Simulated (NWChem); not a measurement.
# CaH2S2; SMILES [SH][Ca][SH]

```xyz
5

Ca     0.0000     0.0000     0.3074
S      2.5485    -0.0280    -0.1230
H      2.5140     0.9017    -1.1057
S     -2.5485     0.0280    -0.1230
H     -2.5140    -0.9017    -1.1057
```
Atoms are numbered in this order, from 1.

All runs: NWChem. Pople sets run with spherical d functions. The geometry was optimised at PBE0/def2-SVP. Level SCAN/6-31G*: energy and gradient on several grids; changes count from the extra-fine grid, which is no exact limit either.

```
grid     size of the energy change (μHa)  largest change of a gradient component (μHa/bohr)
-------  -------------------------------  -------------------------------------------------
xcoarse                            20000                                               1000
coarse                              5000                                                300
medium                              4000                                                200
fine                                 800                                                100
xfine                               < 10                                               < 30
```
